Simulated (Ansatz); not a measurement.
The cluster Cu2Ni⁺. Charge 1, multiplicity 2. Geometry PBE-D4/def2-TZVP, that of the neutral singlet; atoms count from 1.

Cartesian coordinates in Å:
```
Ni 0.833 -0.268 -0.964
Cu 0.194 -0.606 1.215
Cu -1.027 0.874 -0.251
```

The structure comes from a short search, and lower isomers may exist.

**Question.** Estimate the Mulliken populations from the PBE0/def2-TZVP orbitals of Ansatz.

**Answer.** 
```json
{"atom": "Ni1", "charge (e)": "0.40", "spin (α − β)": "1.05", "d electrons": "8.88"}
{"atom": "Cu2", "charge (e)": "0.30", "spin (α − β)": "-0.03", "d electrons": "9.92"}
{"atom": "Cu3", "charge (e)": "0.30", "spin (α − β)": "-0.03", "d electrons": "9.92"}
```
Mulliken values and Mayer orders depend strongly on the basis.

**Question.** Where does the spin sit?

**Answer.** Summed by element: Ni 1.05, Cu -0.05, of 1 unpaired in all. Largest on single atoms: Ni1 1.05, Cu2 -0.03, Cu3 -0.03.

**Question.** And the Mayer bond orders between bonded heavy atoms (over 0.3)?

**Answer.** Ni1–Cu2 0.61 (2.30 Å); Ni1–Cu3 0.61 (2.30 Å); Cu2–Cu3 0.53 (2.41 Å).
